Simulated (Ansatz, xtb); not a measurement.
# Relative energy of two structures of FGeH2Li

Structure I: a singlet given by its coordinates. Structure II: a singlet given by its coordinates. Both are isolated molecules in the gas phase, relaxed with PBE0-D3(BJ)/pcseg-1.

I (Å):

```xyz
5

F     0.0427    1.6499   -0.7150
Ge   -1.3635    2.2001    0.6010
Li   -1.2627    1.7807   -1.8144
H    -0.5414    3.3491    1.2870
H    -1.0827    1.0745    1.6596
```

Close contacts (Å): F1–Ge2 2.00, F1–Li3 1.71, Ge2–Li3 2.45, Ge2–H4 1.57, Ge2–H5 1.57.

II (Å):

```xyz
5

F    -0.3888   -1.5475   -0.6984
Ge   -0.0627    0.3254   -0.1205
Li    0.8451   -1.8779    0.4687
H    -0.0365   -0.3101    1.4032
H     1.5334   -0.0910   -0.1937
```

Close contacts (Å): F1–Ge2 1.99, F1–Li3 1.73, Ge2–Li3 2.45, Ge2–H4 1.65, Ge2–H5 1.65, Li3–H4 2.03, Li3–H5 2.03.

Estimate E(II) − E(I) at the level CCSD(T)/def2-TZVPP.

Calculated at CCSD(T)/def2-TZVPP: E(II) − E(I) = −5.5 kcal/mol, so structure II lies lower.

How the difference moves with the method:

```tsv
level	geometry	E(II) − E(I) (kcal/mol)	departure from the last row (kcal/mol)	job, with rough time for the two
PBE0-D3(BJ)/pcseg-1	PBE0-D3(BJ)/pcseg-1	−5.4	+0.1	optimisation, 24 s
HF/def2-TZVPP	PBE0-D3(BJ)/pcseg-1	−4.3	+1.2	part of the CCSD(T) run
MP2/def2-TZVPP	PBE0-D3(BJ)/pcseg-1	−4.9	+0.6	part of the CCSD(T) run
CCSD(T)/def2-TZVPP	PBE0-D3(BJ)/pcseg-1	−5.5		single point, 37 s
```

None of the levels shown reverses the order. The largest departure from CCSD(T)/def2-TZVPP is that of HF/def2-TZVPP, 1.2 kcal/mol. Levels run at GFN2-xTB geometries aren't shown.

With harmonic frequencies from PBE0-D3(BJ)/pcseg-1 (ideal gas, rigid rotor, one conformer each, 298.15 K, 1 atm): on the last row, ΔE + ΔZPE = −5.7, ΔH = −5.9, ΔG = −5.7 kcal/mol.

The correlated steps freeze 10 core orbitals; the filled d shell of Ge is correlated; the last core shell of Li is correlated, in a basis made for valence electrons. Programs: Ansatz 0.2.0; the last row on 1 thread of AMD EPYC 7R43 64-Core Processor (Zen 3) on a shared host.
